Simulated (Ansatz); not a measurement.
Ansatz (a first-principles code) input (RI-MP2/aug-cc-pV(T+d)Z):
A basis named .json is the Basis Set Exchange file of that set.

Ansatz 0.2 input:
```yaml
crystal:
  periodic: [false, false, false]
  atoms:
    - {symbol: C, position_ang: [-2.96210552, -0.08755198, -0.97348612]}
    - {symbol: C, position_ang: [-2.46655402, -0.44214235, 0.20752394]}
    - {symbol: C, position_ang: [-1.61868914, 0.41558498, 1.08838484]}
    - {symbol: Si, position_ang: [0.20571458, -0.08979662, 1.01151567]}
    - {symbol: C, position_ang: [0.90262293, 0.21269374, -0.71749611]}
    - {symbol: C, position_ang: [2.27894266, -0.34698929, -0.87082642]}
    - {symbol: C, position_ang: [3.40361147, 0.35993234, -0.89666688]}
    - {symbol: H, position_ang: [-2.80827882, 0.90651325, -1.37862464]}
    - {symbol: H, position_ang: [-3.54294578, -0.77595681, -1.57296601]}
    - {symbol: H, position_ang: [-2.64823492, -1.45198177, 0.56644216]}
    - {symbol: H, position_ang: [-1.69393458, 1.46724035, 0.79781783]}
    - {symbol: H, position_ang: [-1.94233356, 0.34173007, 2.13107360]}
    - {symbol: H, position_ang: [0.32697104, -1.53066030, 1.34980806]}
    - {symbol: H, position_ang: [0.98382693, 0.69336718, 2.00312056]}
    - {symbol: H, position_ang: [0.89764776, 1.29025727, -0.90415069]}
    - {symbol: H, position_ang: [0.21167231, -0.24621470, -1.43113252]}
    - {symbol: H, position_ang: [2.34291790, -1.43040149, -0.93056999]}
    - {symbol: H, position_ang: [3.39530686, 1.44255238, -0.83576429]}
    - {symbol: H, position_ang: [4.37041049, -0.11845749, -0.98087283]}
basis:
  gaussian:
    orbitals: aug-cc-pV_T+d_Z.json
    fitting: {mean_field: def2-universal-jkfit, correlation: aug-cc-pVTZ-RIFIT.json}
magnetization: {spin_polarized: false}
correlation: {method: mp2, electrons: outside_noble_gas}
```

End of the output:

```
integrals: 1.79 GiB planned
794 factors; integrals over basis functions are off by at most 1.1e0 eV
1.79 GiB of device memory are held for the factors and their scratch space
mean field: 3.60 GiB planned
mean field evaluation 1: about -14230.0165 eV, gradient 4.9e1 eV
mean field evaluation 2: about -14235.7157 eV, gradient 1.9e1 eV
mean field evaluation 4: about -14236.7912 eV, gradient 1.2e0 eV
mean field evaluation 8: about -14236.7965 eV, gradient 2.7e-6 eV
mean field -14236.79653494 eV, -523.1926226116 hartree, gradient 2.7e-6 eV, S^2 0.000000; 0 other end points of the search recorded, 0 dependent functions left out
11 core orbitals not correlated
1335 factors; their error is unknown
reference -14236.79653494 eV, -523.1926226116 hartree; 20, 20 occupied and 576, 576 virtual orbitals, 1335 factors
second order -31.08666367 eV of doubles, -0.00000000 eV of singles
Total energy: -14267.88319861 eV, -524.3350364302 hartree
```
